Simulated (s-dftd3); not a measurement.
CH₃, charge -1, singlet, at a GFN2-xTB geometry; D3(zero) for wb97x in s-dftd3 1.4.0.

Here is a job for s-dftd3.
```
$ s-dftd3 mol.xyz --zero wb97x --json dftd3.json --noedisp --grad

# file mol.xyz
4

C      0.09443537     0.09844229     0.10070566
H     -0.62720871    -0.62142525     0.62463322
H      0.66399153    -0.60849894    -0.59880803
H     -0.60339501     0.63927042    -0.63005917
```

Problem. Write the output that s-dftd3 gives for this input, abridged.

Solution. 
```
-----------------------------------
 s i m p l e   D F T - D 3  v1.4.0
-----------------------------------

Zero (Chai-Head-Gordon) damping: wb97x-D3(0)
--------------------
  s6         1.0000
  s8         1.0000
  s9         0.0000
 rs6         1.2810
 rs8         1.0940
 alp        14.0000
--------------------

Dispersion energy:      -1.2515648856515E-05 Eh

Gradient norm:           2.9796451232376E-05 Eh/a0
--------------------------------------------------
     #    Z           dE/dx      dE/dy      dE/dz
--------------------------------------------------
     1    6 C    -3.198E-07 -3.334E-07 -3.411E-07
     2    1 H     7.447E-06  7.221E-06 -1.372E-05
     3    1 H    -1.418E-05  7.004E-06  6.769E-06
     4    1 H     7.048E-06 -1.389E-05  7.292E-06
--------------------------------------------------

Virial:
--------------------------------------------------
      component           x          y          z
--------------------------------------------------
          x      -3.471E-05  1.601E-05  1.638E-05
          y       1.601E-05 -3.338E-05  1.707E-05
          z       1.638E-05  1.707E-05 -3.260E-05
--------------------------------------------------

[Info] JSON dump of results written to 'dftd3.json'
```
